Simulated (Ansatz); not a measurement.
The lowest singlet and triplet of BH (SMILES [BH]); geometries from B3LYP-D3(BJ)/def2-TZVP, each state relaxed from the structure named, with no frequency check.
Singlet (charge 0, multiplicity 1):
```xyz
2

B      0.000     0.000    -0.206
H      0.000     0.000     1.028
```
Triplet (charge 0, multiplicity 3):
| atom | x (Å) | y (Å) | z (Å) |
|---|---|---|---|
| B | 0.0000 | 0.0000 | -0.1987 |
| H | 0.0000 | 0.0000 | 0.9933 |

A positive gap puts the triplet lower; no zero-point energy. R- takes a restricted singlet. The triplet is unrestricted in single-reference levels. Active spaces average the two states.

Correlated levels freeze the cores.

The values were computed with Ansatz (a program for electronic structure) with Gaussian orbitals. 

R-PBE/def2-TZVPP gives -21.61 kcal/mol for the gap E(singlet) − E(triplet), adiabatic.

### Question
Predict the shift from PBE, with its sign, for: R-r2SCAN/def2-TZVPP, R-B3LYP/def2-TZVPP, R-wB97M-V/def2-TZVPP, R-B2PLYP/def2-TZVPP, R-MP2/cc-pVQZ, R-CCSD(T)/cc-pVQZ, SC-NEVPT2 on SA-CASSCF(4,5)/cc-pVQZ, FIC-MRCISD+Q on SA-CASSCF(4,5)/cc-pVQZ, FCI/cc-pVQZ.

### Answer
R-r2SCAN/def2-TZVPP 7.01; R-B3LYP/def2-TZVPP -4.35; R-wB97M-V/def2-TZVPP -9.33; R-B2PLYP/def2-TZVPP -4.61; R-MP2/cc-pVQZ -2.01; R-CCSD(T)/cc-pVQZ -8.87; SC-NEVPT2 on SA-CASSCF(4,5)/cc-pVQZ -9.49; FIC-MRCISD+Q on SA-CASSCF(4,5)/cc-pVQZ -8.97; FCI/cc-pVQZ -8.93 kcal/mol. 1 of 9 lie above PBE; the widest gap is to SC-NEVPT2 on SA-CASSCF(4,5)/cc-pVQZ.

Doubts at one or more of the structures used: a restricted determinant that unrestricted orbitals would lower (R-PBE/def2-TZVPP, R-r2SCAN/def2-TZVPP, R-B2PLYP/def2-TZVPP, R-MP2/cc-pVQZ, R-CCSD(T)/cc-pVQZ).
